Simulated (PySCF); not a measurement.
# Reading the logs of faulty runs: C2H7Si2 cation

These are calculations, not measurements. They come from PySCF 2.14.0, an open-source quantum chemistry program, on an isolated molecule that a program drew, which may never have been made. The molecule is C2H7Si2 cation (charge +1, singlet), drawn as the SMILES string `C=[Si](C)[SiH2+]`.

Each row is a Hartree-Fock (HF) and frozen-core CCSD(T) single point in the cc-pV(D+d)Z basis, meant for a local HF minimum. Run 1 is clean. Each other run has one planted mistake out of seven kinds, and not every kind appears here: one electron removed, one electron added, multiplicity raised by two, geometry at a saddle point, minimal basis STO-3G, one bond length entered in bohr, all coordinates scaled. The reference is restricted for singlets and unrestricted otherwise, and also for a bond in bohr. Adding or removing an electron swaps singlet and doublet. Electrons count all cores. HOMO and LUMO are orbital energies over both spins, the gradient is its largest component, and the lowest frequency (negative if imaginary) is given only where the gradient is small. Bond lengths are over the 10 bonds as drawn. T1 is the CCSD diagnostic: over 0.02 (restricted) or 0.045 (unrestricted) a single reference is doubtful.

Geometry of the clean run:
```xyz
11
C2H7Si2 cation, angstrom
C    -0.2906    1.1123    0.2739
Si   -0.5743   -0.5334   -0.1657
C    -0.2901   -2.1137    0.7658
Si   -1.4269   -0.3000   -2.2455
H    -0.5194    1.9274   -0.4042
H     0.1228    1.4337    1.2259
H    -1.2302   -2.6414    0.9323
H     0.1519   -1.8720    1.7346
H     0.3936   -2.7679    0.2232
H    -1.8789   -1.3547   -3.1603
H    -1.5578    1.0609   -2.7750
```

```
run,electrons,basis functions,<S^2>,HOMO (eV),LUMO (eV),gradient (hartree/bohr),lowest frequency (cm^-1),mean bond (Å),longest bond (Å),T1,HF (hartree),CCSD(T) (hartree),mistake
1,46,109,0.000,-13.39,-5.55,4.1e-05,67,1.4221,2.260,0.0174,-657.35906,-657.89889,no fault
2,45,109,0.755,-21.53,-11.91,5.3e-02,-,1.4221,2.260,0.0143,-656.91133,-657.39152,one electron removed
3,46,109,0.000,-13.13,-5.53,1.8e-02,-,1.4620,2.323,0.0183,-657.35131,-657.89740,?
4,46,109,2.020,-12.84,-5.69,4.9e-02,-,1.4221,2.260,0.0127,-657.35546,-657.85062,?
```

**Which mistake was planted in run 3, and what did it cost?**

The mean and the longest bond both change by the same factor, 1.028, and the gradient is no longer small. So the mistake is: all coordinates scaled. Subtracting run 1 and multiplying by 627.51 kcal/mol a hartree, the energy moved by 4.9 kcal/mol in HF and 0.9 kcal/mol in CCSD(T).

**Which mistake was planted in run 4, and what did it cost?**

Electrons, basis and geometry are unchanged, and <S^2> is 2.020, beside S(S+1) = 2.00 for a multiplicity of 3. So the mistake is: multiplicity raised by two. Subtracting run 1 and multiplying by 627.51 kcal/mol a hartree, the energy moved by 2.3 kcal/mol in HF and 30.3 kcal/mol in CCSD(T).

